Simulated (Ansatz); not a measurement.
`N[SiH](O)Cl` → NH₃ + `O[Si]Cl` at 500 K and 1 bar (silylene formation by 1,1-elimination).

Gas-phase electronic energies from Ansatz, PBE0-D4/def2-TZVP geometries. CCSD(T)/CBS is the MP2 limit (def2-TZVPP, def2-QZVPP) plus CCSD(T) − MP2 in def2-TZVPP, frozen cores. This one scheme is used for every species. Each species was taken in one conformer, which may not be the lowest.

| species | CCSD(T)/CBS energy (Eh) | H − E (kJ/mol) | S (J/(mol·K)) |
| --- | --- | --- | --- |
| `N[SiH](O)Cl` | -881.28474 | 175.1 | 377.2 |
| NH₃ | -56.50880 | 108.2 | 211.8 |
| `O[Si]Cl` | -824.69782 | 65.7 | 310.9 |

H − E and S are ideal-gas, rigid-rotor, harmonic terms from PBE0-D4/def2-TZVP, for one conformer and one mirror image of each species. 1 Eh = 2625.50 kJ/mol, R = 8.31446 J/(mol·K).

By hand: ΔE, ΔH, ΔS and ΔG.

ΔE = (-56.50880) + (-824.69782) − (-881.28474) = 0.07812 Eh = 205.1 kJ/mol. Δ(H − E) = 108.2 + 65.7 − 175.1 = -1.2, so ΔH = 203.9 kJ/mol. ΔS = 211.8 + 310.9 − 377.2 = 145.5 J/(mol·K). ΔG = 203.9 − 500 × (145.5)/1000 = 131.2 kJ/mol.

By hand: the equilibrium constant, and the temperature at which ΔG would vanish if ΔH and ΔS stayed fixed.

log₁₀ K = −ΔG/(RT ln 10) = -13.7. ΔG = 0 at ΔH/ΔS = 1401 K.

The number of gas molecules changes by +1, which sets the sign of ΔS. A doubt of 5 kJ/mol in ΔE shifts log₁₀ K by 0.5 here. Other conformers and mirror images would add mixing entropy, several J/(mol·K) or more a flexible species. These are equilibria of isolated gas molecules and say nothing of rates. Largest T1 diagnostic: 0.014 (customary marks: 0.02 for closed shells, 0.045 for open ones).
